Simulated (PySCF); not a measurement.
Compound: SnMe4, C4H12Sn.
Bonds: Sn1–C2, Sn1–C6, Sn1–C10, Sn1–C14. Hydrogens: H3, H4, H5 on C2; H7, H8, H9 on C6; H11, H12, H13 on C10; H15, H16, H17 on C14.

Method: PBE0-D3(BJ)/def2-SVP geometry optimisation, gas phase, def2 core potentials past Kr in PySCF; density fitting, grid level 1; the optimiser is geomeTRIC in internal coordinates, started from a GFN2-xTB structure with every atom displaced at random (about 0.03 Å).

Step 0: E = -10166.7584 eV
```
atom  x, y, z in Å  |  force x, y, z in eV/Å
Sn1     0.0614   -0.0764    0.0127   -1.744   1.264  -0.089
C2     -0.0186   -0.0294    2.1883    0.786   1.416   0.045
H3     -1.0754    0.0484    2.5468    0.729   0.125  -0.143
H4      0.6672    0.8290    2.5691   -1.344  -1.172  -0.473
H5      0.4319   -0.9517    2.5377    0.086  -0.529   0.365
C6      2.0560    0.0192   -0.7381    0.798  -0.399   1.011
H7      2.1160   -0.1030   -1.8091   -0.092   0.195  -0.731
H8      2.6713   -0.8014   -0.3132   -0.257   0.106  -0.012
H9      2.5561    0.9482   -0.4062   -0.246  -0.036  -0.268
C10    -1.0410    1.7906   -0.6889   -0.866  -0.862   0.589
H11    -0.9612    1.8789   -1.7682    0.281   0.005  -0.579
H12    -0.5946    2.6884   -0.2411   -0.045   0.040   0.110
H13    -2.1726    1.7841   -0.5025    1.415  -0.150   0.170
C14    -1.0822   -1.7795   -0.7236    2.279   0.715  -1.189
H15    -2.0299   -1.9011   -0.2983   -1.878   0.005   0.854
H16    -0.4723   -2.6400   -0.4778    0.215  -0.671   0.037
H17    -1.1404   -1.7048   -1.8274   -0.119  -0.053   0.302
```

Step 1: E = -10167.1135 eV
```
atom  x, y, z in Å  |  force x, y, z in eV/Å
Sn1     0.0204   -0.0333    0.0052   -0.119  -0.157   0.198
C2     -0.0272   -0.0060    2.1594    0.390  -0.344  -0.153
H3     -1.0585    0.0886    2.5151   -0.091   0.039   0.079
H4      0.5840    0.8237    2.5304   -0.034   0.192   0.093
H5      0.4150   -0.9369    2.5488   -0.124   0.018   0.053
C6      2.0363    0.0417   -0.7404    0.231  -0.322   0.186
H7      2.0739   -0.0568   -1.8348   -0.056   0.101  -0.003
H8      2.6354   -0.7795   -0.3120   -0.061   0.029  -0.035
H9      2.5144    0.9826   -0.4333   -0.041   0.077  -0.089
C10    -0.9871    1.7051   -0.6626   -0.180   0.434  -0.425
H11    -0.8897    1.7924   -1.7580    0.030   0.072   0.086
H12    -0.5516    2.6016   -0.1973   -0.059   0.039  -0.034
H13    -2.0610    1.6648   -0.4359   -0.034   0.008   0.115
C14    -1.0609   -1.7434   -0.7297    0.450  -0.162  -0.009
H15    -2.0579   -1.8291   -0.2777   -0.013   0.041  -0.014
H16    -0.4728   -2.6452   -0.4938   -0.161  -0.043  -0.017
H17    -1.1412   -1.6706   -1.8229   -0.128  -0.024  -0.032
```

Step 2: E = -10167.1477 eV
```
atom  x, y, z in Å  |  force x, y, z in eV/Å
Sn1     0.0166   -0.0314    0.0077   -0.259   0.282  -0.055
C2     -0.0089   -0.0224    2.1668    0.151  -0.267  -0.126
H3     -1.0390    0.0746    2.5287   -0.095   0.014   0.055
H4      0.5858    0.8143    2.5451    0.062   0.186   0.075
H5      0.4245   -0.9541    2.5655   -0.070   0.042  -0.030
C6      2.0429    0.0212   -0.7273    0.043  -0.107   0.021
H7      2.0680   -0.0666   -1.8248   -0.025   0.035   0.055
H8      2.6348   -0.8026   -0.3007   -0.021  -0.007  -0.008
H9      2.5172    0.9683   -0.4339    0.004   0.037  -0.030
C10    -1.0121    1.7578   -0.6882    0.241  -0.142  -0.117
H11    -0.9144    1.8543   -1.7825    0.013  -0.022   0.084
H12    -0.5844    2.6583   -0.2235    0.018  -0.016   0.019
H13    -2.0793    1.7134   -0.4456   -0.144  -0.031   0.074
C14    -1.0370   -1.7657   -0.7308    0.120  -0.079   0.066
H15    -2.0399   -1.8385   -0.2773    0.119   0.017  -0.071
H16    -0.4692   -2.6811   -0.4957   -0.084   0.051   0.020
H17    -1.1341   -1.7003   -1.8233   -0.074   0.006  -0.032
```

Problem. Estimate the geometry and energy of step 3. (The exact step hangs on the optimiser's Hessian estimate; all steps are aligned on step 2, rigid shifts and turns removed.)

Solution. E = -10167.1561 eV, largest force 0.100 eV/Å
```
atom  x, y, z in Å  |  force x, y, z in eV/Å
Sn1     0.0088   -0.0201    0.0052   -0.070   0.071  -0.007
C2     -0.0042   -0.0223    2.1630    0.051   0.013   0.004
H3     -1.0360    0.0733    2.5317    0.006   0.001   0.013
H4      0.5867    0.8237    2.5478   -0.037  -0.031  -0.014
H5      0.4251   -0.9548    2.5587   -0.008   0.005  -0.014
C6      2.0381    0.0178   -0.7219    0.001  -0.002   0.015
H7      2.0562   -0.0656   -1.8185   -0.002  -0.001   0.006
H8      2.6233   -0.8102   -0.2964   -0.002  -0.008  -0.003
H9      2.5156    0.9665   -0.4356    0.015  -0.005  -0.006
C10    -1.0103    1.7553   -0.6905    0.010  -0.034  -0.006
H11    -0.9119    1.8517   -1.7822   -0.012  -0.012   0.010
H12    -0.5816    2.6544   -0.2238    0.007  -0.009   0.011
H13    -2.0802    1.7069   -0.4379    0.016   0.004  -0.005
C14    -1.0270   -1.7631   -0.7343    0.038  -0.013  -0.010
H15    -2.0287   -1.8313   -0.2836    0.025  -0.001  -0.021
H16    -0.4686   -2.6801   -0.4939   -0.013   0.016   0.024
H17    -1.1339   -1.7026   -1.8274   -0.023   0.005   0.004
```

The energy changes by -0.0085 eV. The first-order estimate −F·Δx gives -0.0146 eV and the mean of the old and new forces, exact on a quadratic surface, -0.0085 eV. The step makes an angle of 57° with the force vector and moves no atom by more than 0.015 Å.

The cost below is that of the whole optimisation. On an Arm Neoverse V2 with one thread, shared host, this took 72 s and 0.55 GiB of memory at its peak.
